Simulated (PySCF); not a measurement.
BrH₄NO₂Si, SMILES O[Si](N)(O)Br.

Geometry: PBE0-D3(BJ)/def2-SVP. This is a generated structure with no PubChem entry under its InChIKey; it may be hypothetical. The values are those of a single conformer.

Two levels are set side by side: TDA-PBE/def2-SVPD (PySCF) and TDA-LC-ωPBE/def2-SVPD (PySCF). Vertical, same geometry. The lowest singlet is HOMO→LUMO 99 % with PBE and HOMO→LUMO 68 % with the other functional; states are paired by order. Differences are taken from unrounded values.

| quantity | TDA-PBE |
|---|---|
| lowest singlet excitation (eV) | 5.66 |
| lowest triplet excitation (TDA) (eV) | 5.49 |

### Question
These are the TDA-PBE values. What does TDA-LC-ωPBE give? (An estimate is asked for; the answer gives what the named calculation found.)

### Answer

```
quantity                              TDA-LC-ωPBE  TDA-PBE minus TDA-LC-ωPBE
------------------------------------  -----------  -------------------------
lowest singlet excitation (eV)               7.49                      -1.83
lowest triplet excitation (TDA) (eV)         7.03                      -1.54
```

Functionals without exact exchange tend to place singlet excitations lower, as here. Differences between two approximate levels are no errors against the true value.

Rough cost on one machine, each run with all the roots and properties that it gave: TDA-LC-ωPBE against TDA-PBE about 3 times.
